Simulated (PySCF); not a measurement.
One of the candidates below gave these computed data.

All candidates are C3H10GeOSi.

- XPS: Si2p3/2 106.8, C1s 290.0, C1s 290.4, C1s 290.7, O1s 536.9, Si1s 1846.7 eV [ΔSCF SCAN, pcX-2 on the ionised atom, pcseg-1 elsewhere, spin-free X2C, 2p3/2 from a spin–orbit splitting computed afterwards within the 2p shell]
- Polarisability: 95.0 au [CAM-B3LYP/def2-SVPD]
- Rotational structure: rotational constants A, B, C: 2.588, 1.205, 0.903 GHz [PBE0-D3(BJ)/def2-SVP]
- Valence photoelectron: vertical ionisation energy: 10.05 eV [ΔSCF CAM-B3LYP/def2-SVPD]
- 13C NMR: chemical shifts (computed TMS as zero) by class: 145.9 (1 C), 144.7 (1 C), 1.3 (1 C) ppm [GIAO PBE0/pcSseg-1]
- NMR, other nuclei: isotropic shieldings of nuclei other than C and H, by class: 307 (1 O), 364 (1 Si), 1354 (1 Ge) ppm [GIAO PBE0/pcSseg-1]
- 1H NMR: chemical shifts (computed TMS as zero) by class: 6.73 (1 H), 6.46 (1 H), 6.25 (1 H), 5.21 (2 H), 5.02 (2 H), 0.22 (3 H) ppm [GIAO PBE0/pcSseg-1]
- Triplet: lowest triplet excitation (Tamm–Dancoff): 4.26 eV [TDA CAM-B3LYP/def2-SVPD]
- UV, first state: lowest singlet excitation: 6.31 eV (196 nm, f = 0.003) [TDDFT CAM-B3LYP/def2-SVPD]

Electronic properties: PySCF, gas phase, density fitting. Levels stand in brackets. Geometry: PBE0-D3(BJ)/def2-SVP, one conformer, isolated molecule. The calculation (core ionisation apart) is non-relativistic and has no spin–orbit coupling, an omission that weighs most on germanium. NMR values are class means; diastereotopic atoms form classes of their own.

Problem. Which candidate is it?
A. `C=CC[SiH2][O][GeH3]`
B. `[SiH3][O][GeH2][CH]1CC1`
C. `C=[CH][GeH2][O][SiH2]C`

Solution. C. It is `C=[CH][GeH2][O][SiH2]C`. Numbering: `[CH2:1]=[CH:2][GeH2:3][O:4][SiH2:5][CH3:6]`. 3 carbons fall into 3 classes; from least to most shielded: alkene CH carbon [C2] (145.9 ppm), terminal =CH2 carbon [C1] (144.7 ppm), Si-methyl carbon [C6] (1.3 ppm). Hydrogen classes from least to most shielded: 1 H on an alkene CH carbon, C2 (6.73 ppm), 1 H on a terminal =CH2 carbon, C1 (6.46 ppm), 1 H on a terminal =CH2 carbon, C1 (6.25 ppm), 2 H on a germanium bonded to C, O and 2 H, Ge3 (5.21 ppm), 2 H on an oxygen-bound silicon, Si5 (5.02 ppm), 3 H on an Si-methyl carbon, C6 (0.22 ppm, a mean of values up to 0.7 ppm apart in this geometry). The other shieldings belong to: 307 ppm, oxygen bonded to Ge and Si [O4]; 364 ppm, oxygen-bound silicon [Si5]; 1354 ppm, germanium bonded to C, O and 2 H [Ge3]. The core levels belong to: Si2p3/2 106.8 eV, oxygen-bound silicon [Si5]; C1s 290.0 eV, Si-methyl carbon [C6]; C1s 290.4 eV, alkene CH carbon [C2]; C1s 290.7 eV, terminal =CH2 carbon [C1]; O1s 536.9 eV, oxygen bonded to Ge and Si [O4]; Si1s 1846.7 eV, oxygen-bound silicon [Si5]. No core level of Ge was computed. The first electron is taken from the HOMO, whose largest Löwdin shares are 0.32 on the oxygen bonded to Ge and Si, 0.14 on the Si-methyl carbon, 0.13 on the alkene CH carbon and 0.10 on the oxygen-bound silicon. The optimised geometry has point group C1 and is an asymmetric top. NMR values of atoms bound to Ge lack the spin–orbit term that these neighbours bring.

The others, at the same levels:
- `[SiH3][O][GeH2][CH]1CC1` fails: it has 2 carbon classes against 3; its computed 13C shifts are 2.0 (2 C), -1.6 (1 C) ppm, 1H shifts are 5.23 (2 H), 4.96 (3 H), 0.65 (2 H), 0.59 (2 H), -0.28 (1 H) ppm and lowest singlet excitation is 6.90 eV (180 nm, f = 0.002) (against 6.31 eV).
- `C=CC[SiH2][O][GeH3]` fails: its computed core binding energies are Si2p3/2 106.9, C1s 289.8, C1s 290.2, C1s 290.4, O1s 537.2, Si1s 1846.8 eV, rotational constant A is 4.266 GHz (against 2.588 GHz) and smallest rotational constant is 0.609 GHz (against 0.903 GHz).

Each candidate is one conformer, not necessarily the lowest. Dipoles, sizes and rotational constants follow the conformer. The torsions of the flexible species, by atom-mapped SMILES:
- `[CH2:1]=[CH:2][GeH2:3][O:4][SiH2:5][CH3:6]`: C1–C2–Ge3–O4 114°, C2–Ge3–O4–Si5 -50°, Ge3–O4–Si5–C6 75°
- `[SiH3:1][O:2][GeH2:3][CH:4]1[CH2:5][CH2:6]1`: Si1–O2–Ge3–C4 107°, O2–Ge3–C4–C5 31°
- `[CH2:1]=[CH:2][CH2:3][SiH2:4][O:5][GeH3:6]`: C1–C2–C3–Si4 108°, C2–C3–Si4–O5 56°, C3–Si4–O5–Ge6 -166°
